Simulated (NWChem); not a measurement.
System: BeSiH$_{3}$OBr; SMILES [SiH3][O][Be][Br]

Input file for NWChem:

```
start job
memory heap 200 mb stack 900 mb global 1100 mb
geometry units angstroms noautoz
  Be    -0.041282     0.024456     0.001853
  Br    -0.077141     1.988464     0.007308
  O     -0.014409    -1.391194    -0.006621
  Si     0.034418    -3.059213    -0.005742
  H     -0.688076    -3.587896    -1.213613
  H     -0.628486    -3.581846     1.238457
  H      1.464640    -3.521733    -0.039931
end
basis spherical
  * library cc-pvtz
end
dft
  xc b3lyp
  iterations 150
  semidirect filesize 400000000
  mulliken
end
task dft energy
```

Excerpt of the output:

```
             Northwest Computational Chemistry Package (NWChem) 7.3.0
             --------------------------------------------------------

 C1  symmetry detected

                             Geometry "geometry" -> ""
                             -------------------------

 Output coordinates in angstroms (scale by  1.889725989 to convert to a.u.)

  No.       Tag          Charge          X              Y              Z
 ---- ---------------- ---------- -------------- -------------- --------------
    1 Be                   4.0000    -0.00573154    -0.05424594    -0.00014026
    2 Br                  35.0000     0.00080716     1.91008605     0.00023294
    3 O                    8.0000    -0.00914229    -1.47016429    -0.00487980
    4 Si                  14.0000     0.00329971    -3.13883969     0.00143222
    5 H                    1.0000    -0.65507605    -3.65517174    -1.24772678
    6 H                    1.0000    -0.74584902    -3.64356462     1.20336693
    7 H                    1.0000     1.42254310    -3.63222171     0.05575513

 Effective nuclear repulsion energy (a.u.)     221.6535948470

                                 NWChem DFT Module
                                 -----------------

 Summary of "ao basis" -> "ao basis" (spherical)
 ------------------------------------------------------------------------------
       Tag                 Description            Shells   Functions and Types
 ---------------- ------------------------------  ------  ---------------------
 Be                         cc-pvtz                 10       30   4s3p2d1f
 Br                         cc-pvtz                 15       43   6s5p3d1f
 O                          cc-pvtz                 10       30   4s3p2d1f
 Si                         cc-pvtz                 12       34   5s4p2d1f
 H                          cc-pvtz                  6       14   3s2p1d

            General Information
            -------------------
          SCF calculation type: DFT
          Wavefunction type:  closed shell.
          No. of atoms     :     7
          No. of electrons :    64
           Alpha electrons :    32
            Beta electrons :    32
          Charge           :     0
          Spin multiplicity:     1
          Use of symmetry is: off; symmetry adaption is: off
          Maximum number of iterations: 150
          AO basis - number of functions:   179
                     number of shells:    65
          Convergence on energy requested:  1.00D-06
          Convergence on density requested:  1.00D-05
          Convergence on gradient requested:  5.00D-04

              XC Information
              --------------
                         B3LYP Method XC Potential
                     Hartree-Fock (Exact) Exchange  0.200
                        Slater Exchange Functional  0.800 local
                    Becke 1988 Exchange Functional  0.720 non-local
              Lee-Yang-Parr Correlation Functional  0.810
                  VWN I RPA Correlation Functional  0.190 local

             Grid Information
             ----------------
          Grid used for XC integration:  medium
          Radial quadrature: Mura-Knowles
          Angular quadrature: Lebedev.
          Tag              B.-S. Rad. Rad. Pts. Rad. Cut. Ang. Pts.
          ---              ---------- --------- --------- ---------
          Be                  1.05       49          11.0       434
          Br                  1.15      112          14.0       590
          O                   0.60       49          10.0       434
          Si                  1.10       88          13.0       590
          H                   0.35       45          14.0       434
          Grid pruning is: on
          Number of quadrature shells:   433
          Spatial weights used:  Erf1

      Superposition of Atomic Density Guess
      -------------------------------------

 Sum of atomic energies:       -2952.13989964

      Non-variational initial energy
      ------------------------------

 Total energy =   -2953.094169
 1-e energy   =   -4547.463824
 2-e energy   =    1372.716060
 HOMO         =      -0.399741
 LUMO         =      -0.039748

------------------------------------------------------------
EAF file 0: "./job.aoints.0" size=289406976 bytes
------------------------------------------------------------
               write      read    awrite     aread      wait
               -----      ----    ------     -----      ----
     calls:      552         0         0         0         0
   data(b): 2.89e+08  0.00e+00  0.00e+00  0.00e+00
   time(s): 0.00e+00  0.00e+00  0.00e+00  0.00e+00  0.00e+00
rate(mb/s): 0.00e+00  0.00e+00
------------------------------------------------------------

     ---------------------------------------------
      Total Density - Mulliken Population Analysis
     ---------------------------------------------

    Atom       Charge   Shell Charges
 -----------   ------   -------------------------------------------------------
    1 Be   4     3.42   1.98  0.52  0.23  0.04  0.26  0.22  0.03  0.09  0.01  0.05
    2 Br  35    35.22   2.00  2.00  1.93  1.14  0.36  0.45  6.00  5.85  2.99  1.20  1.29  9.68  0.32  0.01  0.00
    3 O    8     8.72   1.95  1.03  0.24  0.48  1.43  2.47  1.11  0.00  0.01  0.00
    4 Si  14    13.54   2.00  1.93  0.85  0.14  0.32  5.49  1.34  0.57  0.55  0.16  0.14  0.05
    5 H    1     1.04   0.23  0.52  0.28  0.00  0.01  0.00
    6 H    1     1.03   0.23  0.52  0.28  0.00  0.01  0.00
    7 H    1     1.03   0.23  0.51  0.28  0.00  0.01  0.00

   convergence    iter        energy       DeltaE   RMS-Dens  Diis-err
 ---------------- ----- ----------------- --------- --------- ---------
 d= 0,ls=0.0,diis     1  -2955.6507416185 -3.18D+03  5.21D-03  1.14D+00
 d= 0,ls=0.0,diis     2  -2955.5274260223  1.23D-01  3.15D-03  2.40D+00
 d= 0,ls=0.0,diis     3  -2955.7406910561 -2.13D-01  7.10D-04  1.23D-01
 d= 0,ls=0.0,diis     4  -2955.7505116950 -9.82D-03  2.48D-04  6.15D-03
 d= 0,ls=0.0,diis     5  -2955.7511419615 -6.30D-04  7.37D-05  5.54D-04
  Resetting Diis
 d= 0,ls=0.0,diis     6  -2955.7512195184 -7.76D-05  1.30D-05  1.98D-05
 d= 0,ls=0.0,diis     7  -2955.7512221234 -2.60D-06  4.00D-06  5.28D-07
 d= 0,ls=0.0,diis     8  -2955.7512220976  2.59D-08  2.16D-06  7.98D-07

         Total DFT energy =    -2955.751222097569
      One electron energy =    -4550.726094824671
           Coulomb energy =     1498.303802013329
    Exchange-Corr. energy =     -124.982524133228
 Nuclear repulsion energy =      221.653594847002

 Numeric. integr. density =       63.999989230944

                       DFT Final Molecular Orbital Analysis
                       ------------------------------------

 Vector   30  Occ=2.000000D+00  E=-3.301772D-01
              MO Center=  1.1D-01, -2.1D+00,  2.8D-01, r^2= 5.2D+00
   Bfn.  Coefficient  Atom+Function         Bfn.  Coefficient  Atom+Function
  ----- ------------  ---------------      ----- ------------  ---------------
    81      0.198812  3 O  px               112     -0.197043  4 Si px
   153      0.171434  6 H  s                 78      0.167269  3 O  px
    43      0.161756  2 Br px               167     -0.160854  7 H  s
    84      0.149407  3 O  px               154      0.145027  6 H  s
   168     -0.136106  7 H  s                 83     -0.119726  3 O  pz

 Vector   31  Occ=2.000000D+00  E=-3.080750D-01
              MO Center= -4.9D-03,  1.2D+00, -3.5D-02, r^2= 4.0D+00
   Bfn.  Coefficient  Atom+Function         Bfn.  Coefficient  Atom+Function
  ----- ------------  ---------------      ----- ------------  ---------------
    45      0.388650  2 Br pz                43      0.300591  2 Br px
    51      0.239454  2 Br pz                48      0.219185  2 Br pz
    49      0.185203  2 Br px                46      0.169523  2 Br px
    83     -0.111999  3 O  pz                80     -0.093034  3 O  pz
    81     -0.086647  3 O  px                86     -0.086959  3 O  pz

 Vector   32  Occ=2.000000D+00  E=-3.080667D-01
              MO Center=  5.2D-03,  1.2D+00,  3.6D-02, r^2= 4.0D+00
   Bfn.  Coefficient  Atom+Function         Bfn.  Coefficient  Atom+Function
  ----- ------------  ---------------      ----- ------------  ---------------
    43      0.388511  2 Br px                45     -0.300513  2 Br pz
    49      0.239395  2 Br px                46      0.219108  2 Br px
    51     -0.185167  2 Br pz                48     -0.169480  2 Br pz
    81     -0.112199  3 O  px                78     -0.093204  3 O  px
    83      0.086755  3 O  pz                84     -0.087094  3 O  px

 Vector   33  Occ=0.000000D+00  E=-2.887199D-02
              MO Center= -4.0D-03, -7.8D-01,  8.9D-03, r^2= 7.7D+00
   Bfn.  Coefficient  Atom+Function         Bfn.  Coefficient  Atom+Function
  ----- ------------  ---------------      ----- ------------  ---------------
     4      1.153084  1 Be s                 36     -0.722262  2 Br s
     9      0.557196  1 Be py                50      0.437660  2 Br py
   119      0.405155  4 Si py               108     -0.262858  4 Si s
    44      0.244262  2 Br py               113      0.174942  4 Si py
    85      0.172955  3 O  py                75     -0.152219  3 O  s

 Vector   34  Occ=0.000000D+00  E= 1.060726D-02
              MO Center=  2.2D-02, -1.9D-02,  2.0D-02, r^2= 5.1D+00
   Bfn.  Coefficient  Atom+Function         Bfn.  Coefficient  Atom+Function
  ----- ------------  ---------------      ----- ------------  ---------------
    11      0.716396  1 Be px               118     -0.364623  4 Si px
    49     -0.332598  2 Br px               168      0.331538  7 H  s
     8      0.325921  1 Be px               154     -0.238293  6 H  s
     5      0.233676  1 Be px                13     -0.186149  1 Be pz
    43     -0.160620  2 Br px                81     -0.123177  3 O  px

[...]
```

Level: B3LYP/cc-pVTZ. Coordinates come from a PBE-D3(BJ)/def2-SVP optimisation. B3LYP is NWChem's, with the RPA form of VWN correlation.
